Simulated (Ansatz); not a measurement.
Basis-set extrapolation for CH9NOSi2, SMILES `C[SiH2]N[SiH2]O` (PBE0-D4/def2-TZVP geometry, frozen core, the Gaussian-basis code of Ansatz). Multiplicity 1, RHF reference.

```json
{"": "HF", "def2-TZVPP": "-750.508145", "def2-QZVPP": "-750.535601"}
{"": "MP2 correlation", "def2-TZVPP": "-0.881846", "def2-QZVPP": "-0.947051"}
{"": "CCSD(T) correlation", "def2-TZVPP": "-0.968629", "def2-QZVPP": "not run"}
```

Energies in hartree. Use E(X) = E(∞) + A·exp(−7.88·√X) for Hartree–Fock and E(X) = E(∞) + B·X^(−2.97) for correlation, with X = 3 and 4, and add CCSD(T) minus MP2 of the smaller set to the MP2 limit.

What is the CCSD(T) energy at the basis-set limit?

HF limit: -750.535601 + (-0.027456) × 0.13774 = -750.53938. MP2 limit: -0.947051 + (-0.065205) × 0.74074 = -0.99535. Higher-order term: -0.968629 − (-0.881846) = -0.08678. Total: -751.62151 hartree, 90.8 kcal/mol below CCSD(T)/def2-TZVPP.
